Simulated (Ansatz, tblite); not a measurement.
Removing and adding an electron: 1-butyl-3-methylimidazolium chloride (C₈H₁₅ClN₂). Charge 0, multiplicity 1. Geometry: PBE-D4/def2-SVP. Ansatz, gas phase; energy differences of separate SCF runs; the oxidised species was run as a doublet alone; the reduced species was run as a doublet alone.

Cartesian coordinates in Å:
```
C 1.113 1.687 3.142
C 1.164 1.420 1.638
C -0.137 1.778 0.912
C -0.119 1.493 -0.590
N 0.098 0.083 -0.905
C 0.945 -0.413 -1.896
C 0.616 -1.724 -2.099
N -0.430 -2.032 -1.226
C -1.299 -3.191 -1.310
C -0.844 -0.872 -0.624
H 0.913 2.758 3.357
H 2.067 1.419 3.639
H 0.306 1.099 3.629
H 2.003 1.992 1.181
H 1.398 0.348 1.454
H -0.995 1.242 1.378
H -0.365 2.858 1.044
H -1.091 1.765 -1.061
H 0.693 2.064 -1.084
H 1.723 0.207 -2.349
H 1.050 -2.475 -2.764
H -1.503 -3.597 -0.299
H -0.810 -3.974 -1.917
H -2.255 -2.867 -1.777
H -1.442 -0.869 0.293
Cl -2.798 -0.198 -1.766
```

The xTB rows come from tblite.

```
            level  −HOMO (eV)  vertical IE (eV)  −LUMO (eV)  vertical EA (eV)  HOMO–LUMO gap (eV)  IE − EA (eV)                                                                                                               remarks
         GFN1-xTB       11.12             13.35        7.64              4.69                3.48          8.66                                                                                                                     –
         GFN2-xTB        9.46             12.20        6.28              3.38                3.18          8.82                                                                                                                     –
     HF/def2-TZVP        8.08              6.59       -3.17             -1.98               11.25          8.57  HOMO above zero (-1 doublet), spin-contaminated (⟨S²⟩ 0.87) (-1 doublet), spin-contaminated (⟨S²⟩ 0.93) (+1 doublet)
 PBE-D4/def2-TZVP        4.69              7.39        1.01             -1.21                3.68          8.60                                                                                          HOMO above zero (-1 doublet)
PBE0-D4/def2-TZVP        5.72              7.50        0.12             -1.33                5.59          8.83                                                                                          HOMO above zero (-1 doublet)
```

Relaxing the reduced species (PBE-D4/def2-SVP) changes its energy by -0.87 eV at PBE-D4/def2-TZVP, so the adiabatic electron affinity to this nearest minimum is -0.34 eV. On the way the bond C10–Cl26 breaks. At PBE0-D4/def2-TZVP it is -0.29 eV. The highest occupied level of the relaxed charge -1 doublet lies above zero (up to 1.49 eV). By energy differences, losing it releases 0.34 eV (each at its own geometry, to the charge 0 singlet, at PBE-D4/def2-TZVP).     A HOMO above zero means that the electron is unbound at that level or that self-interaction error raises the level; the energy of removing that electron tells which. Raw xTB energy differences between charge states are shifted by several eV; the methods need an empirical correction for them. Sets without diffuse functions give affinities that are too small. A negative affinity means that the extra electron isn't bound; its size then hangs on the basis.
